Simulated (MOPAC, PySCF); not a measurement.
F4Ge, SMILES `[F][Ge]([F])([F])[F]`, neutral singlet in the gas phase. 

Z-matrix (Å, degrees):
```
Ge
F 1 1.7053
F 1 1.7053 2 109.47
F 1 1.7053 2 109.47 3 120.00
F 1 1.7053 2 109.47 4 120.00
```
Charge 0, multiplicity 1.

All levels are single points at this geometry (B3LYP-D3(BJ)/def2-SVP); Pople sets use spherical d functions. Orbital energies aren't observables, and empty levels follow the basis.

BP86/6-31G* in PySCF gives dipole (D) = 0.00.

Problem. Estimate the dipole (D) from each of these levels: B3LYP-D3(BJ)/def2-TZVP in PySCF; PBE-D3(BJ)/def2-TZVP in PySCF; B3LYP/3-21G in PySCF; B3LYP/6-31G* in PySCF; B3LYP/LANL2DZ in PySCF; M06-2X/6-31G* in PySCF; HF/3-21G in PySCF; HF/6-31G* in PySCF; HF/STO-3G in PySCF; AM1 in MOPAC; PM3 in MOPAC; PM6 in MOPAC.

Solution. 
| level | dipole (D) |
|---|---|
| B3LYP-D3(BJ)/def2-TZVP in PySCF | 0.00 |
| PBE-D3(BJ)/def2-TZVP in PySCF | 0.00 |
| B3LYP/3-21G in PySCF | 0.00 |
| B3LYP/6-31G* in PySCF | 0.00 |
| B3LYP/LANL2DZ in PySCF | 0.00 |
| M06-2X/6-31G* in PySCF | 0.00 |
| HF/3-21G in PySCF | 0.00 |
| HF/6-31G* in PySCF | 0.00 |
| HF/STO-3G in PySCF | 0.00 |
| AM1 in MOPAC | 0.00 |
| PM3 in MOPAC | 0.00 |
| PM6 in MOPAC | 0.00 |
